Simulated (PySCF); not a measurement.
Compound: C6H3N2O (doublet state).
Geometry (GFN2-xTB, Å), atoms numbered from 1 in this order:
```xyz
12
C6H3N2O angstrom
N     -0.8185    3.0370   -0.1514
C     -0.8121    1.8895   -0.0947
C     -0.7834    0.4953   -0.0413
C     -1.8324   -0.3695    0.1364
O     -1.4261   -1.6364    0.1231
C     -0.0932   -1.6496   -0.0658
C      0.4052   -0.3431   -0.1690
C      1.6503    0.0885   -0.4538
N      2.7788    0.4979   -0.2795
H     -2.8777   -0.1720    0.2727
H      0.4096   -2.5923   -0.1010
H      3.4007    0.7540   -1.0398
```

The hyperfine couplings belong to this conformer and change with its torsions.

As a line formula: `[H]/N=[C]/c1cocc1C#N` [radical].

Computed with UKS B3LYP, pcH-1 on C H N O, non-relativistic, mean-field spin-orbit, GIAO in PySCF 2.14.0. The structure is a single GFN2-xTB conformer in the gas phase; no vibrational or solvent corrections. A GFN2-xTB geometry isn't a minimum of the functional, and hyperfine couplings can be far from their values at a DFT geometry. The frame is twisted about the C7–C8 bond at this geometry (dihedral C3–C7–C8–N9 = 90°); couplings at other torsion angles weren't computed. Stability of the SCF solution: not tested.

(1) Where do the isotropic ENDOR lines of N9, N1, H12, H11 and H10 fall at 3339.8 mT, to first order?

(2) Which pairs are centred on the nuclear Larmor frequency, and which on half the coupling?

(3) At what field would the lower line of H12 fall to zero frequency?

Answers

(1) For S = 1/2 in fast tumbling each set of equivalent nuclei gives two lines, ν± = |νn ± a/2| to first order, with νn = g_N μN B/h and μN/h = 7.62259 MHz/T.

```csv
nuclei,isotope,g_N,νn (MHz),a_iso (MHz),lower line (MHz),upper line (MHz)
N9,14N,0.4038,10.28,23.77,1.61,22.16
N1,14N,0.4038,10.28,0.66,9.95,10.61
H12,1H,5.5857,142.20,153.30,65.55,218.85
H11,1H,5.5857,142.20,-34.46,124.97,159.43
H10,1H,5.5857,142.20,2.87,140.77,143.63
```

(2) Centred on νn, since |a| < 2νn: N1, H12, H11 and H10. Centred on |a|/2 and split by 2νn: N9.

(3) Where νn = |a|/2, that is B = 76.65 MHz/(5.5857 × 7.62259 MHz/T) = 1800 mT, as far as first order holds there.
